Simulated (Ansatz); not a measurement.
GeH(NMe2)3 (C₆H₁₉GeN₃), relaxed as a singlet with RKS PBE-D4/def2-SVP in Ansatz, starting from the GFN2-xTB geometry. Force threshold 0.03 eV/Å.

Start:

```xyz
29

Ge   -0.3946   -0.0213    0.6104
H    -1.1700   -0.3148    1.8930
N    -1.2859   -0.9777   -0.6950
C    -0.7628   -0.9910   -2.0422
C    -1.9617   -2.2081   -0.3592
H    -0.0699   -1.8265   -2.2111
H    -0.2364   -0.0569   -2.2306
H    -1.5843   -1.0846   -2.7599
H    -2.2987   -2.1617    0.6756
H    -2.8353   -2.3364   -1.0062
H    -1.3175   -3.0898   -0.4792
N     1.3617   -0.3817    1.0516
C     2.4055   -0.1637    0.0755
C     1.6661   -1.4805    1.9368
H     3.3333    0.1215    0.5821
H     2.1074    0.6421   -0.5927
H     2.6092   -1.0616   -0.5233
H     0.8350   -1.6283    2.6256
H     1.8439   -2.4199    1.3956
H     2.5651   -1.2488    2.5168
N    -0.3282    1.6827   -0.0577
C     0.4248    2.6995    0.6464
C    -1.4741    2.2419   -0.7432
H     0.8506    3.4071   -0.0717
H     1.2319    2.2287    1.2024
H    -0.2019    3.2641    1.3477
H    -2.0528    1.4373   -1.1896
H    -2.1240    2.8083   -0.0650
H    -1.1363    2.9201   -1.5328
```

```tsv
step	energy (eV)	largest force component (eV/Å)	SCF passes
1	-67482.4012	0.717	23
2	-67482.5809	0.340	20
3	-67482.6005	0.108	20
4	-67482.6025	0.057	21
5	-67482.6039	0.027	20
6	-67482.6044	0.024	21
7	-67482.6047	0.010	20
```

Force components are those of the run's own axes.

End:

Cartesian coordinates in Å:
```
Ge -0.4143 -0.0546 0.6389
H -1.2042 -0.4036 1.9360
N -1.2476 -0.9974 -0.7246
C -0.6878 -0.9593 -2.0599
C -2.0034 -2.1938 -0.4274
H 0.0206 -1.8021 -2.2683
H -0.1397 -0.0085 -2.2196
H -1.4915 -1.0152 -2.8324
H -2.3924 -2.1634 0.6112
H -2.8839 -2.2900 -1.1070
H -1.4093 -3.1381 -0.5363
N 1.3658 -0.4087 1.0238
C 2.3670 -0.2372 -0.0086
C 1.7084 -1.3889 2.0306
H 3.3371 0.1010 0.4277
H 2.0411 0.5357 -0.7342
H 2.5795 -1.1766 -0.5811
H 0.8985 -1.4761 2.7838
H 1.8925 -2.4135 1.6146
H 2.6366 -1.0940 2.5765
N -0.3842 1.6826 0.0140
C 0.4422 2.6767 0.6676
C -1.5278 2.2259 -0.6895
H 0.9064 3.3665 -0.0772
H 1.2587 2.1829 1.2307
H -0.1328 3.3165 1.3851
H -2.1427 1.4043 -1.1073
H -2.1867 2.8491 -0.0321
H -1.2061 2.8799 -1.5349
```

By distances, no bond broke or formed. The bond that changes most is Ge1–H2, from 1.53 to 1.56 Å (atoms count from 1).

The force fell under the threshold at step 5, but the optimiser went on. No frequencies were taken in this run, so the end may be a saddle point.

It took 21 s on 2 threads of AMD EPYC 7R13 on a shared host and a share (18 GiB) of an NVIDIA H100 80GB HBM3, peak host memory 0.88 GiB.
